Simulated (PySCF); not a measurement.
## SiBi⁺ from Hartree–Fock to correlated methods

State: ³Σ⁻ (triplet), unpaired electrons π ↑↑. Set-up: basis Si cc-pV(D+d)Z, Bi cc-pVDZ-PP with ECP60; scalar-relativistic core potentials; PySCF 2.14. De refers to Si + Bi⁺ in their high-spin ground configurations, without counterpoise correction. The functionals are run spin-unrestricted. A positive dipole points towards Bi; it is taken about the centre of mass and depends on that origin.

```json
{"Level": "UHF", "Re (Å)": "2.613", "ωe (cm⁻¹)": "302", "De (eV)": "n/a", "μ (D)": "-4.82"}
{"Level": "UHF-MP2", "Re (Å)": "2.598", "ωe (cm⁻¹)": "358", "De (eV)": "n/a", "μ (D)": "n/a"}
{"Level": "UHF-SCS-MP2", "Re (Å)": "2.610", "ωe (cm⁻¹)": "341", "De (eV)": "n/a", "μ (D)": "n/a"}
{"Level": "UHF-CCSD", "Re (Å)": "2.637", "ωe (cm⁻¹)": "308", "De (eV)": "n/a", "μ (D)": "n/a"}
{"Level": "UHF-CCSD(T)", "Re (Å)": "2.646", "ωe (cm⁻¹)": "306", "De (eV)": "n/a", "μ (D)": "n/a"}
{"Level": "PBE", "Re (Å)": "2.650", "ωe (cm⁻¹)": "305", "De (eV)": "n/a", "μ (D)": "-3.57"}
{"Level": "PW91", "Re (Å)": "2.649", "ωe (cm⁻¹)": "305", "De (eV)": "n/a", "μ (D)": "-3.61"}
{"Level": "BLYP", "Re (Å)": "2.685", "ωe (cm⁻¹)": "289", "De (eV)": "n/a", "μ (D)": "-3.81"}
{"Level": "r²SCAN", "Re (Å)": "2.626", "ωe (cm⁻¹)": "316", "De (eV)": "n/a", "μ (D)": "-3.63"}
{"Level": "TPSSh", "Re (Å)": "2.625", "ωe (cm⁻¹)": "316", "De (eV)": "n/a", "μ (D)": "-3.50"}
{"Level": "PBE0", "Re (Å)": "2.608", "ωe (cm⁻¹)": "327", "De (eV)": "n/a", "μ (D)": "-3.68"}
{"Level": "HSE06", "Re (Å)": "2.615", "ωe (cm⁻¹)": "323", "De (eV)": "n/a", "μ (D)": "-3.68"}
```

The bond length runs from 2.598 Å (UHF-MP2) to 2.685 Å (BLYP).

Correlated steps freeze 9 core orbitals. These are scalar-relativistic numbers at best; spin–orbit coupling would shift them, the dissociation energy most. The state was picked by a PBE0 search and need not be the measured ground state.

The whole job (state search and all levels along the bond) took about 2.7 min on 1 thread of Intel Xeon Platinum 8375C @ 2.90GHz (shared host), peak memory 0.48 GiB.
